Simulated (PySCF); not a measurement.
Isomers of C5H14N2OSi, mass 146.088 u with the commonest isotopes. The calculation used PBE0/pcSseg-1 in PySCF (dipole) on a GFN2-xTB geometry, gas phase. One conformer each, none proved a minimum here; rigid rotors.

Question: Order these by rotational constant C, largest first.
A. `[CH3:1][N:2]([CH3:3])[SiH:4]([CH:5]=[O:6])[N:7]([CH3:8])[CH3:9]` with C1–N2–Si4–C5 154°, N2–Si4–C5–O6 154°, N2–Si4–N7–C8 -157°
B. `[CH2:1]=[CH:2][Si@H:3]([OH:4])[N:5]([CH3:6])[CH2:7][CH2:8][NH2:9]` with C1–C2–Si3–O4 -144°, C2–Si3–O4–H -105°, C2–Si3–N5–C6 -35°, Si3–N5–C7–C8 -91°, N5–C7–C8–N9 85°
C. `[CH3:1][N:2]([CH3:3])[C@@H:4]1[CH2:5][NH:6][Si@H:7]([OH:8])[CH2:9]1` with C1–N2–C4–C5 176°, N6–Si7–O8–H -52°, N2–C4–C5–N6 -153°, C4–C5–N6–Si7 4°, C5–N6–Si7–O8 141°, N6–Si7–C9–C4 -33°
D. `[CH3:1][CH2:2][O:3][C@@H:4]1[CH2:5][CH2:6][Si:7]1([NH2:8])[NH2:9]` with C1–C2–O3–C4 177°, C2–O3–C4–C5 -77°, C6–Si7–N8–H 180° and 41°, C6–Si7–N9–H 76° and -63°

Answer: A (773.0 MHz), B (735.2 MHz), D (683.8 MHz), C (657.4 MHz).

Question: Order these by radius of gyration √(Σ m r²/M), smallest first.
A. `[CH3:1][N:2]([CH3:3])[SiH:4]([CH:5]=[O:6])[N:7]([CH3:8])[CH3:9]` with C1–N2–Si4–C5 154°, N2–Si4–C5–O6 154°, N2–Si4–N7–C8 -157°
B. `[CH3:1][N:2]([CH3:3])[C@@H:4]1[CH2:5][NH:6][Si@H:7]([OH:8])[CH2:9]1` with C1–N2–C4–C5 176°, N6–Si7–O8–H -52°, N2–C4–C5–N6 -153°, C4–C5–N6–Si7 4°, C5–N6–Si7–O8 141°, N6–Si7–C9–C4 -33°
C. `[CH2:1]=[CH:2][Si@H:3]([OH:4])[N:5]([CH3:6])[CH2:7][CH2:8][NH2:9]` with C1–C2–Si3–O4 -144°, C2–Si3–O4–H -105°, C2–Si3–N5–C6 -35°, Si3–N5–C7–C8 -91°, N5–C7–C8–N9 85°

Answer: A (2.200 Å), C (2.247 Å), B (2.328 Å).

Question: Order these by rotational constant B, smallest first.
A. `[CH3:1][N:2]([CH3:3])[C@@H:4]1[CH2:5][NH:6][Si@H:7]([OH:8])[CH2:9]1` with C1–N2–C4–C5 176°, N6–Si7–O8–H -52°, N2–C4–C5–N6 -153°, C4–C5–N6–Si7 4°, C5–N6–Si7–O8 141°, N6–Si7–C9–C4 -33°
B. `[CH3:1][N:2]([CH3:3])[SiH:4]([CH:5]=[O:6])[N:7]([CH3:8])[CH3:9]` with C1–N2–Si4–C5 154°, N2–Si4–C5–O6 154°, N2–Si4–N7–C8 -157°
C. `[CH2:1]=[CH:2][Si@H:3]([OH:4])[N:5]([CH3:6])[CH2:7][CH2:8][NH2:9]` with C1–C2–Si3–O4 -144°, C2–Si3–O4–H -105°, C2–Si3–N5–C6 -35°, Si3–N5–C7–C8 -91°, N5–C7–C8–N9 85°

Answer: A (771.1 MHz), C (920.2 MHz), B (1144 MHz).

```csv
SMILES,point group,Ia (u·Å²),Ib (u·Å²),Ic (u·Å²),κ,μa (D),μb (D),μc (D)
C=C[Si@H](O)N(C)CCN,C1,238.38,549.20,687.42,-0.73,3.29,2.00,1.40
CN(C)[C@@H]1CN[Si@H](O)C1,C1,159.55,655.39,768.79,-0.91,1.23,0.87,0.61
CN(C)[SiH](C=O)N(C)C,C1,319.40,441.58,653.77,-0.08,2.48,1.54,0.23
CCO[C@@H]1CC[Si]1(N)N,C1,214.30,644.44,739.10,-0.88,0.13,0.31,0.56
```
